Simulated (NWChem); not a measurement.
SbH₃O₂; SMILES [OH][SbH][OH]

```xyz
6

Sb    -0.3414     0.0074     0.0269
H     -0.4936    -0.0764    -1.6913
O      0.9512    -1.5098    -0.0413
H      1.1395    -1.8175     0.8537
O      0.9459     1.5184     0.0570
H      1.5888     1.4485    -0.6603
```
Atoms are numbered in this order, from 1.

Program: NWChem. Structure relaxed at the PBE0/def2-SVP level. def2 effective core potentials on Sb; no spin-orbit coupling.

For level BHandHLYP/def2-SVP:

| Item | Result |
|---|---|
| highest occupied level (eV) | -8.57 |
| orbital gap (eV) | 8.77 |
| dipole (D) | 1.33 |

**Question.** What are these values for level TPSS/def2-SVP?

**Answer.** The highest occupied level (eV) is -6.36 and the orbital gap (eV) is 5.09. The dipole (D) is 1.00.
